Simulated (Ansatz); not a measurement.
Z-matrix (Å, degrees):
```
C
B 1 1.538
H 1 1.092 2 115.1
H 1 1.091 2 116.0 3 -132.6
H 1 1.107 2 101.5 3 113.6
Sb 2 2.289 1 120.0 3 158.7
H 2 1.198 1 122.3 3 -28.5
F 6 1.922 2 88.4 1 92.6
F 6 1.919 2 93.2 1 -2.4
```

The species carries charge 0 and has multiplicity 1. Sb takes the def2 core potential.

(1) List the PBE/def2-TZVPP orbital energies in eV (the Gaussian-basis code of Ansatz). (An estimate is asked.)

Results:

(1) Ansatz gave: Occupied: -659.14, -659.05, -268.81, -177.84, -150.52, -103.50, -103.44, -103.20, -34.13, -33.87, -33.68, -33.67, -33.60, -28.32, -27.79, -17.82, -14.42, -11.74, -10.63, -10.54, -10.27, -9.71, -9.41, -8.98, -8.88, -8.72, -8.38, -5.88. Lowest empty: -3.43, -1.96, -1.19, 0.43, 0.53, 1.53, 1.94, 2.24.
